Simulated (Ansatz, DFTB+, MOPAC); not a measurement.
Molecule: CH2N, net charge -1, singlet state. SMILES: [CH-]=N

Atoms: C1, N2, H3, H4. Bonds: C1-N2, C1-H3, N2-H4.

Bond lengths (Å) and angles (degrees) optimised at PM3 with MOPAC; PM6 with MOPAC; SCC-DFTB with DFTB+; HF/STO-3G with Ansatz (a first-principles code); PBE/6-31G* with Ansatz; MP2/6-31G* with Ansatz, each started from the B3LYP-D3(BJ)/def2-TZVP structure (Ansatz) of the last column. A row stands for all coordinates that are equal there. 6-31G* holds six Cartesian d functions. No wavenumbers were computed at SCC-DFTB, HF/STO-3G, PBE/6-31G*, MP2/6-31G*, so these may be saddle points.

```json
[
 {"coordinate": "C1-N2", "PM3": "1.278", "PM6": "1.274", "SCC-DFTB": "1.292", "HF/STO-3G": "1.310", "PBE/6-31G*": "1.318", "MP2/6-31G*": "1.323", "B3LYP-D3(BJ)/def2-TZVP": "1.303"},
 {"coordinate": "C1-H3", "PM3": "1.115", "PM6": "1.084", "SCC-DFTB": "1.275", "HF/STO-3G": "1.151", "PBE/6-31G*": "1.194", "MP2/6-31G*": "1.167", "B3LYP-D3(BJ)/def2-TZVP": "1.157"},
 {"coordinate": "N2-H4", "PM3": "1.008", "PM6": "1.037", "SCC-DFTB": "1.057", "HF/STO-3G": "1.070", "PBE/6-31G*": "1.079", "MP2/6-31G*": "1.050", "B3LYP-D3(BJ)/def2-TZVP": "1.047"},
 {"coordinate": "N2-C1-H3", "PM3": "115.3", "PM6": "127.1", "SCC-DFTB": "108.7", "HF/STO-3G": "109.2", "PBE/6-31G*": "111.6", "MP2/6-31G*": "110.3", "B3LYP-D3(BJ)/def2-TZVP": "111.6"},
 {"coordinate": "C1-N2-H4", "PM3": "115.4", "PM6": "115.9", "SCC-DFTB": "115.9", "HF/STO-3G": "112.2", "PBE/6-31G*": "115.2", "MP2/6-31G*": "113.4", "B3LYP-D3(BJ)/def2-TZVP": "113.7"}
]
```

Mean signed difference of all 3 bond lengths from B3LYP-D3(BJ)/def2-TZVP: PM3 -0.035 Å, PM6 -0.037 Å, SCC-DFTB 0.039 Å, HF/STO-3G 0.008 Å, PBE/6-31G* 0.028 Å, MP2/6-31G* 0.011 Å.
